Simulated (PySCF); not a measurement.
**A small calculation by hand: oscillator strength and radiative lifetime**

Al(Me)(OH)(NH2) (CH₆AlNO), SMILES [CH3][Al]([NH2])[OH].

Geometry optimised at B3LYP-D3(BJ)/def2-SVP. Other conformers were not sampled.

TDA-M06-2X/def2-SVPD run with PySCF puts the first singlet state with f over 0.02 at 6.05 eV (vertical), with the transition dipole (0.000, 0.000, 0.575) in atomic units.

Task: Find the oscillator strength, the wavelength and the radiative lifetime that this transition would have in vacuum if emission retraced absorption.

Result: 
|μ|² = 0.3306 au, so |μ| = 1.46 D. ΔE = 6.05/27.211 = 0.2223 hartree. f = (2/3) ΔE |μ|² = 0.049 (the program prints 0.049).
λ = 1239.84/6.05 = 205 nm; ν = 48797 cm⁻¹.
Einstein's coefficient A = 0.6670 ν² f s⁻¹ (ν in cm⁻¹) = 7.8e7 s⁻¹, so τ = 1/A = 13 ns. This state is S1. The figure is the radiative limit of this one transition; relaxation, internal conversion, crossing to triplets and a medium change what is measured.
